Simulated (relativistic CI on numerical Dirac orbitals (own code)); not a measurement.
# Ligand-field terms of d6

Computed with a parametric ligand-field model of a d^n configuration (Racah B and C, spin-orbit zeta, crystal field), exact diagonalisation.

Field parameters in Wybourne normalisation: Oh B⁴₀ = 21Dq, B⁴₄ = √(5/14) B⁴₀. The field is a parameter set, without covalency, and values of 10Dq over about 45,000 cm⁻¹ lie beyond real compounds.

B = 1040 cm⁻¹, C = 4480 cm⁻¹ (C/B = 4.31), Oh, no spin-orbit coupling. Tanabe-Sugano data, E/B above the lowest term (Δ = |10Dq|; b, c mark the second and third term of a kind):

```tsv
Δ/B	5T2	5E	3T1	3T2	3T1(b)	1A1	1T1
1.0	0.00	1.00	20.99	21.29	21.93	31.02	31.43
3.0	0.00	3.00	19.88	21.06	22.28	28.05	29.94
5.0	0.00	5.00	18.34	20.47	22.30	24.63	28.22
7.0	0.00	7.00	16.65	19.59	22.30	21.05	26.41
9.0	0.00	9.00	14.89	18.49	22.31	17.38	24.57
11.0	0.00	11.00	13.08	17.21	22.32	13.65	22.69
13.0	0.00	13.00	11.24	15.80	22.33	9.89	20.80
15.0	0.00	15.00	9.38	14.30	22.34	6.09	18.89
17.0	0.00	17.00	7.50	12.72	22.34	2.27	16.97
19.0	1.58	20.58	7.19	12.66	23.92	0.00	16.62
21.0	5.43	26.43	9.14	14.83	27.79	0.00	18.54
23.0	9.31	32.31	11.10	16.98	31.67	0.00	20.47
25.0	13.19	38.19	13.07	19.10	35.55	0.00	22.40
27.0	17.08	44.08	15.03	21.21	39.45	0.00	24.34
29.0	20.99	49.99	17.00	23.30	43.36	0.00	26.29
31.0	24.90	55.90	18.97	25.38	47.27	0.00	28.23
33.0	28.81	61.81	20.94	27.45	51.19	0.00	30.18
35.0	32.73	67.73	22.92	29.52	55.12	0.00	32.14
37.0	36.66	73.66	24.89	31.57	59.05	0.00	34.09
39.0	40.59	79.59	26.87	33.62	62.98	0.00	36.05
41.0	44.53	85.53	28.85	35.66	66.92	0.00	38.01
43.0	48.47	91.47	30.83	37.70	70.86	0.00	39.98
45.0	52.42	97.42	32.81	39.74	74.81	0.00	41.94
47.0	56.36	103.36	34.79	41.77	78.76	0.00	43.91
```

The ground term changes from 5T2 to 1A1 between Δ/B = 17.0 and 19.0.
